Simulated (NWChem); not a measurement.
System: C2H4F2Si; SMILES C=C(F)[SiH2]F

```xyz
9

C     -1.5026     1.0651     0.0000
C     -0.1763     0.8609     0.0000
F      0.6942     1.9072     0.0000
Si     0.6792    -0.8200     0.0000
F     -0.5117    -1.9489     0.0000
H     -2.1762     0.1963     0.0000
H     -1.9315     2.0798     0.0000
H      1.5153    -0.9886     1.2330
H      1.5153    -0.9886    -1.2330
```
Atoms are numbered in this order, from 1.

Results from NWChem. Medium grid unless said otherwise, to which SCAN and Minnesota functionals are sensitive. The geometry was optimised at PBE-D3(BJ)/def2-SVP. B3LYP is NWChem's, with the RPA form of VWN correlation.

**Question.** Order these by “highest occupied level (eV)”, lowest first: M06/def2-SVP; LDA (Slater exchange, VWN5)/def2-SVP; MPW1K/def2-SVP; LC-BLYP (range parameter 0.33 per bohr)/def2-SVP.

**Answer.** LC-BLYP (range parameter 0.33 per bohr)/def2-SVP (-10.09), MPW1K/def2-SVP (-8.82), M06/def2-SVP (-7.94), LDA (Slater exchange, VWN5)/def2-SVP (-6.73)
